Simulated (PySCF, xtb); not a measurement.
Si(H)2(Br)(NH2) (BrH4NSi), SMILES N[SiH2]Br.

Geometry: B3LYP-D3(BJ)/def2-SVP. The values are those of a single conformer.

Level of theory: IEF-PCM-PBE0/def2-SVP in PySCF.

The values are the electrostatic part of the solvation free energy, E(continuum) − E(gas) at the gas-phase geometry, in a cavity of scaled van der Waals radii (PySCF's table); cavitation and dispersion terms are not included. In vacuum the orbital gap is 8.56 eV. The dipole moment in vacuum is 2.24 D.

Computed values in water (ε = 78.36), cyclohexanone (ε = 15.62), chloroform (ε = 4.71):
```
solvent            ε  ΔG(elec) (kcal/mol)  dipole (D)  gap (eV)
-------------  -----  -------------------  ----------  --------
water          78.36                 -4.3        2.85      8.46
cyclohexanone  15.62                 -3.9        2.80      8.47
chloroform      4.71                 -3.1        2.68      8.50
```

For comparison, GFN2-xTB/ALPB(water) (xtb, at the GFN2-xTB geometry, all terms of that model) gives -3.1 kcal/mol.
